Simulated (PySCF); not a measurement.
# ReOF3: from a saddle point downhill

PySCF 2.14.0, RKS PBE, Re def2-SVP with ECP60, O def2-SVP, F def2-SVP; non-relativistic Hamiltonian with scalar-relativistic core potentials where named; density fitting; no spin-orbit coupling. Relaxed within the symmetry of its start, the geometry (C2v) is

```xyz
5

Re    0.0569    0.0000    0.0000
O     1.7578    0.0000    0.0000
F    -0.1010    1.8322    0.0000
F    -1.8379    0.0000    0.0000
F    -0.1010   -1.8322    0.0000
```

and its lowest harmonic modes are -123, 102, 183, 255, 349, 651 cm⁻¹ (negative: unstable). It was moved along the lowest mode and relaxed again, within the group Cs that the move left.

Where does it end, and how much lower?

In Cs, 0.219 eV lower, after 6 steps:
```xyz
5

Re    0.0470    0.0000   -0.0377
O     1.6818    0.0000   -0.4853
F    -0.0829    1.7697    0.4469
F    -1.7883    0.0000   -0.4642
F    -0.0829   -1.7697    0.4469
```

How do the contacts change?


| contact | saddle (Å) | end (Å) |
| --- | --- | --- |
| Re1–O2 (O) | 1.701 | 1.695 |
| Re1–F3 (F) | 1.839 | 1.839 |
| Re1–F4 (F) | 1.895 | 1.884 |
| Re1–F5 (F) | 1.839 | 1.839 |


Is the end a minimum?

Yes; lowest modes 136, 152, 210, 239, 319, 657 cm⁻¹.

State: singlet.
